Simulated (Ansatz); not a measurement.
This geometry of C₃H₇B (11 atoms, charge 0, multiplicity 1) is a first-order saddle point.

Theory: RKS B3LYP/def2-SVP (Ansatz).

```xyz
11
Properties=species:S:1:pos:R:3
B 0.361 1.692 -0.141
C 0.090 0.336 0.028
C 0.302 -0.498 1.283
C -0.483 -0.390 -1.183
H 0.573 2.842 -0.337
H -0.285 -0.129 2.141
H 1.358 -0.524 1.601
H -0.006 -1.541 1.109
H -0.615 0.261 -2.063
H 0.178 -1.222 -1.490
H -1.471 -0.826 -0.948
```

Question: Which two structures does it join? (They come from a converged band through this point; their orientation in space is the band's.)

Answer: No bond is made or broken. The dihedral C4–C2–C3–H6 goes from -180 to -59°. The two ends are copies of one structure, up to a mirror image or an exchange of like atoms.

First end point:

```xyz
11
Properties=species:S:1:pos:R:3
B -0.167 1.735 0.003
C -0.034 0.347 0.001
C 0.171 -0.444 1.278
C -0.083 -0.463 -1.279
H -0.281 2.915 0.004
H 0.200 0.187 2.180
H 1.119 -1.012 1.240
H -0.641 -1.182 1.416
H -0.233 0.153 -2.179
H 0.855 -1.032 -1.420
H -0.905 -1.203 -1.243
```

Last end point:

```xyz
11
Properties=species:S:1:pos:R:3
B 0.472 1.669 -0.171
C 0.095 0.334 -0.032
C 0.411 -0.470 1.213
C -0.658 -0.403 -1.123
H 0.791 2.804 -0.292
H -0.517 -0.847 1.682
H 0.956 0.107 1.977
H 1.027 -1.354 0.964
H -0.862 0.220 -2.007
H -0.087 -1.286 -1.464
H -1.629 -0.773 -0.747
```

Question: How far does it lie above each of them?

Answer: 0.115 eV above the first and 0.115 eV above the second. This is the barrier of this one path; another mechanism may lie lower.

Time of the run: 6.7 min on 1 thread of Intel(R) Xeon(R) Processor @ 2.50GHz (Skylake/Cascade Lake), with other jobs on the host, peak memory 0.18 GiB.
